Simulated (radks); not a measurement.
Results of a calculation; reference values are marked as such.
Q: All-electron atom: Os2+ in [Xe] 4f14 5d6. Level of theory: scalar-relativistic Kohn-Sham, exchange-only B88, spin-polarised, spherical densities, point nucleus; open shells are filled with parallel spins first (spin-orbit coupling, left out, can overturn this in heavy ions) (a radial shooting solver on a logarithmic mesh with Libxc functionals). Some entries of the table are withheld. Estimate them.

orbital,occ.,eigenvalue (eV),r(max) (bohr)
1s down,1,-73904.29,0.01102
1s up,1,-73904.28,0.01102
2s up,1,-12884.18,0.06338
2s down,1,-12883.96,0.06338
2p up,3,-11219.99,0.05219
2p down,3,-11219.81,0.05219
3s up,1,-3010.185,0.1787
3s down,1,-3010.115,0.1787
3p up,3,-2521.679,0.1774
3p down,3,-2521.600,0.1774
3d up,5,-1976.303,0.1444
3d down,5,-1976.152,0.1444
4s up,1,-647.5255,0.4047
4s down,1,-647.3117,0.4047
4p up,3,-487.3226,0.4250
4p down,3,-487.1211,0.4251
4d up,5,-288.5834,0.4345
4d down,5,-288.3428,0.4346
5s up,1,-108.3111,0.9151
5s down,1,-106.3026,0.9110
5p up,3,(1),1.034
4f up,7,-67.8549,0.4055
4f down,7,-67.4164,0.4054
5p down,3,(2),1.027
5d up,5,-23.1482,(3)
6s up,0,-21.0306,2.316
5d down,1,-19.9459,(4)
6s down,0,-18.6155,2.375
6p up,0,-13.7974,2.894
6p down,0,-12.2179,3.051

A: 
(1) 5p up eigenvalue (eV): -67.8805
(2) 5p down eigenvalue (eV): -65.2647
(3) 5d up r(max) (bohr): 1.356
(4) 5d down r(max) (bohr): 1.342
